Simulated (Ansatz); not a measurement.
Program: Ansatz. Geometries: PBE0-D4/def2-TZVP. ΔE: electronic, gas phase. CCSD(T)/CBS is the MP2 limit (def2-TZVPP, def2-QZVPP) plus CCSD(T) − MP2 in def2-TZVPP, frozen cores. This one scheme is used for every species. Each species was taken in one conformer, which may not be the lowest.

Consider the hydrogenolysis of the Si–C bond: `C[Si](N)(F)P` + H₂ → `N[SiH](F)P` + CH₄.

| species | SCS-MP2/def2-QZVPP energy (Eh) |
| --- | --- |
| `C[Si](N)(F)P` | -826.76615 |
| H₂ | -1.17321 |
| `N[SiH](F)P` | -787.51085 |
| CH₄ | -40.43589 |

(1) Work out ΔE.

Largest T1 diagnostic among the species: 0.012.

Results:

(1) ΔE = (-787.51085) + (-40.43589) − (-826.76615) − (-1.17321) = -0.00738 Eh = -19.4 kJ/mol. CCSD(T)/CBS gives -16.3 kJ/mol.

In def2-TZVPP, CCSD(T) changes the Hartree–Fock value by +22.6 kJ/mol (the triples alone add +4.2 kJ/mol) and MP2 by +27.2 kJ/mol. The D4 term adds +11.0 kJ/mol with B3LYP and +6.2 kJ/mol with PBE0; it sums over pairs of atoms, weighted by their polarisabilities, and B3LYP, whose exchange is more repulsive, gets the larger term.

B3LYP here is the variant with VWN-RPA as its local correlation; programs differ in this.
